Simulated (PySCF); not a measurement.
AlBrClH₂N, SMILES [NH2][Al]([Cl])[Br].

The structure is a stationary point at PBE0-D3(BJ)/def2-SVP. The structure was generated by enumeration; whether it is a known compound was not checked. Other conformers were not sampled.

Level of theory: r2SCAN/def2-TZVP (PySCF).

The molecule is in vacuum.

Computed frontier levels, gap, dipole moment and polarisability:
The highest occupied level comes out as -6.88 eV and the lowest empty level is -1.12 eV. The orbital gap is 5.76 eV and the dipole moment is 2.35 D. The quadrupole, principal values (traceless, Buckingham form, about the centre of nuclear charge) is -5.92, -0.59, 6.51 D·Å and the mean static polarisability is 61.3 bohr³ (9.08 Å³). The polarisability, principal values is 48.3, 63.1, 72.4 bohr³.
